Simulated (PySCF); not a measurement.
# One molecule, several mistakes: BClH3OSi

These are calculations, not measurements. They come from PySCF 2.14.0, an open-source quantum chemistry program, on an isolated molecule that a program drew, which may never have been made. The molecule is BClH3OSi (charge 0, doublet), drawn as the SMILES string `O[SiH]BCl`.

Each row is a Hartree-Fock (HF) and frozen-core CCSD(T) single point in the cc-pV(D+d)Z basis, meant for a local HF minimum. Run 1 is clean. Each other run has one planted mistake out of seven kinds, and not every kind appears here: one electron removed, one electron added, multiplicity raised by two, geometry at a saddle point, minimal basis STO-3G, one bond length entered in bohr, all coordinates scaled. The reference is restricted for singlets and unrestricted otherwise, and also for a bond in bohr. Adding or removing an electron swaps singlet and doublet. Electrons count all cores. HOMO and LUMO are orbital energies over both spins, the gradient is its largest component, and the lowest frequency (negative if imaginary) is given only where the gradient is small. Bond lengths are over the 6 bonds as drawn. T1 is the CCSD diagnostic: over 0.02 (restricted) or 0.045 (unrestricted) a single reference is doubtful.

Geometry of the clean run:
```xyz
7
BClH3OSi, angstrom
O     0.4484    2.2366   -0.6039
Si    1.4395    1.0177   -0.1494
B     0.9662   -0.8385   -0.1238
Cl   -0.6726   -1.3560   -0.6284
H    -0.4317    2.0228   -0.8823
H     2.7278    1.6032    0.2340
H     1.7417   -1.6766    0.2214
```

| run | electrons | basis functions | <S^2> | HOMO (eV) | LUMO (eV) | gradient (hartree/bohr) | lowest frequency (cm^-1) | mean bond (Å) | longest bond (Å) | T1 | HF (hartree) | CCSD(T) (hartree) | mistake |
|---|---|---|---|---|---|---|---|---|---|---|---|---|---|
| 1 | 47 | 89 | 0.760 | -7.87 | 0.81 | 1.7e-05 | 101 | 1.4915 | 1.916 | 0.0165 | -849.77076 | -850.31824 | no fault |
| 2 | 47 | 89 | 0.762 | -7.99 | 0.57 | 5.4e-02 | - | 1.5854 | 2.037 | 0.0194 | -849.74631 | -850.30186 | all coordinates scaled |
| 3 | 47 | 89 | 3.775 | -5.10 | -2.89 | 9.9e-02 | - | 1.4915 | 1.916 | 0.0292 | -849.55251 | -850.10391 | multiplicity raised by two |
| 4 | 47 | 31 | 0.756 | -4.98 | 4.88 | 3.8e-02 | - | 1.4915 | 1.916 | 0.0218 | -840.12841 | -840.28305 | minimal basis STO-3G |
| 5 | 48 | 89 | 0.000 | -0.62 | 8.78 | 6.3e-02 | - | 1.4915 | 1.916 | 0.0136 | -849.76637 | -850.34674 | ? |
| 6 | 47 | 89 | 1.074 | -8.29 | 1.32 | 3.0e-02 | - | 1.7756 | 3.620 | 0.0534 | -849.67968 | -850.21571 | ? |

**Which mistake was planted in run 5, and what did it cost?**

It counts 48 electrons, one more than the clean run, at the same geometry and basis. So the mistake is: one electron added. Subtracting run 1 and multiplying by 627.51 kcal/mol a hartree, the energy moved by 2.8 kcal/mol in HF and -17.9 kcal/mol in CCSD(T).

**Which mistake was planted in run 6, and what did it cost?**

The mean bond changes by a factor of 1.190 and the longest by 1.889, so the molecule wasn't scaled as a whole. A length L in bohr read as angstrom grows by (1/0.5292 - 1) L = 0.890 L. The 6 bonds together grew by 6 x 0.2841 = 1.705 Å, which gives L = 1.916 Å. That is bond Si2-B3, 1.916 Å in the clean geometry. So the mistake is: one bond length entered in bohr. Subtracting run 1 and multiplying by 627.51 kcal/mol a hartree, the energy moved by 57.2 kcal/mol in HF and 64.3 kcal/mol in CCSD(T).

Cautions from the logs. Run 6: T1 is over the limit, so its CCSD(T) energy is less reliable.
